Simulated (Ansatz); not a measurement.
System: SrO, net charge 0, singlet state. 
Coordinates optimised at B3LYP-D3(BJ)/def2-TZVP (Ansatz, an electronic-structure program):
```
Sr
O 1 1.9370
```
Charge 0, spin multiplicity 1.

Total electronic energies in hartree. Correlated levels leave the core frozen unless marked. No spin-orbit coupling. Frozen are the shells of the preceding noble gas and the d and f shells that filled before the atom's block. The outer core of K, Ca and their heavier congeners is not correlated, a term that matters for these elements. In def2 rows, elements after Kr have scalar-relativistic effective core potentials. STO-3G rows are all-electron and non-relativistic. CBS marks a two-point X^-3 extrapolation of the correlation energy; Hartree-Fock from the larger set. [CCSD(T)-MP2]/basis is that difference in the basis named. The program attaches cautions to a run behind HF/STO-3G: other roots.

The T1 diagnostic of CCSD in the largest basis is 0.033, which is high, so the coupled-cluster rows are less sure than usual.

```tsv
level	program	energy (Eh)
HF/STO-3G	Ansatz	-3172.72545
RI-HF/def2-QZVPP	Ansatz	-105.18869
RI-HF/def2-QZVPPD	Ansatz	-105.18909
r2SCAN-D4/def2-TZVPD	Ansatz + dftd4	…
B3LYP-D4/def2-TZVPD	Ansatz + dftd4	…
CAM-B3LYP-D4/def2-TZVPD	Ansatz + dftd4	…
LC-wPBE/def2-TZVPD	Ansatz	-105.90295
RI-MP2/CBS(def2-TZVPP,def2-QZVPP)+[CCSD(T)-MP2]/def2-SVP	Ansatz	-105.5245
CCSD(T)/CBS(def2-TZVPPD,def2-QZVPPD)	Ansatz	-105.5253
```

### Question
Complete the blanks.

### Answer

- r2SCAN-D4/def2-TZVPD, energy (Eh): -105.91846
- B3LYP-D4/def2-TZVPD, energy (Eh): -105.95287
- CAM-B3LYP-D4/def2-TZVPD, energy (Eh): -105.87936
